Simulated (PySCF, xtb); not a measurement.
C₂H₆N, SMILES C[N]C, multiplicity 2.

Geometry: ωB97X-D3(BJ)/def2-TZVP. The isomer is the one that the SMILES or the coordinates give; other isomers of the formula were not compared.

Method: C-PCM-M06-2X/def2-SVP in PySCF.

The values are the electrostatic part of the solvation free energy, E(continuum) − E(gas) at the gas-phase geometry, in a cavity of scaled van der Waals radii (PySCF's table); cavitation and dispersion terms are not included. The dipole moment in vacuum is 1.81 D.

Computed values in water (ε = 78.36), methanol (ε = 32.61), n-hexane (ε = 1.88):
| solvent | ε | ΔG(elec) (kcal/mol) | dipole (D) |
|---|---|---|---|
| water | 78.36 | -3.6 | 2.33 |
| methanol | 32.61 | -3.6 | 2.32 |
| n-hexane | 1.88 | -1.6 | 2.02 |

For comparison, GFN2-xTB/ALPB(water) (xtb, at the GFN2-xTB geometry, all terms of that model) gives -2.8 kcal/mol.
